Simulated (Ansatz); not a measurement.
Consider the hydrogenolysis of a Ge–F bond: `[OH][Ge][F]` + H₂ → `[OH][GeH]` + H–F.

Gas-phase electronic energies from Ansatz, PBE0-D4/def2-TZVP geometries. CBS: MP2 limit from def2 TZ/QZ plus the TZ coupled-cluster correction, frozen cores. This one scheme is used for every species. DFT in def2-TZVPP. HSE06 is defined as in plane-wave codes. For Ge outer-core shells are correlated without core-valence functions, which leaves a few kJ/mol of doubt a bond. Scalar relativity is left out up to krypton. One conformer a species, not always the lowest.

```tsv
level	ΔE (kJ/mol)	difference from CCSD(T)/CBS
LDA (SPW92)	129.7	4.3
B97M-V	132.2	6.8
HSE06-D4	123.7	-1.7
BHLYP-D4	129.9	4.5
B2PLYP	133.8	8.4
PBE0	123.3	-2.1
BHLYP	128.6	3.2
RPA@PBE/def2-TZVPP	119.2	-6.2
CCSD(T)/def2-SVP	122.4	-3.0
SCS-MP2/def2-TZVPP	129.1	3.7
CCSD(T)/CBS	125.4	0
```

Largest T1 diagnostic among the species: 0.016.

Leaving LDA and LC-ωPBE aside and taking each functional with its dispersion term where it has one, the values, not all of them listed here, spread over 18.2 kJ/mol, from HSE06-D4 to BLYP-D4. From PBE to PBE0 (25 % exact exchange), in def2-TZVPP and without D4, ΔE moves by −7.9 kJ/mol.
